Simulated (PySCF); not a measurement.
**How exact exchange moves a shielding**

Molecule: `N#C[SiH2]O`, CH3NOSi.

Bonds (- single, = double, # triple, : aromatic): N1#C2 1.160 Å, C2-Si3 1.867 Å, Si3-O4 1.651 Å. Si3 carries H5, H6; O4 carries H7.

GIAO shieldings (ppm, equivalent atoms averaged) in PySCF 2.14 on the PBE0-D3(BJ)/def2-SVP geometry, basis pcSseg-2, gas phase, non-relativistic:

```csv
functional,exact exchange (%),σ(N1),σ(Si3),σ(O4)
BLYP,0,-100.6,374.1,296.4
BP86,0,-98.6,380.2,300.9
PBE,0,-99.7,380.8,301.0
B3LYP,20,-104.6,385.4,302.2
PBE0,25,-103.9,395.3,307.4
BHandHLYP,50,-108.9,403.7,308.6
HF,100,-113.0,439.3,316.8
```

Q: Fit each shielding as a line in the percentage of exact exchange.

A: σ(N1) = -100.3 − 0.14 x (rms 1.2 ppm); σ(Si3) = 377.4 + 0.60 x (rms 3.2 ppm); σ(O4) = 299.9 + 0.17 x (rms 1.9 ppm). The functionals also differ in their semilocal parts, which the line can't hold; Hartree–Fock has no correlation at all.

Q: What does the line predict for mPW1PW91 (25 %), and what does the run give?

A: σ(N1): -103.8 predicted, -105.0 computed; σ(Si3): 392.4 predicted, 394.6 computed; σ(O4): 304.1 predicted, 307.2 computed ppm.
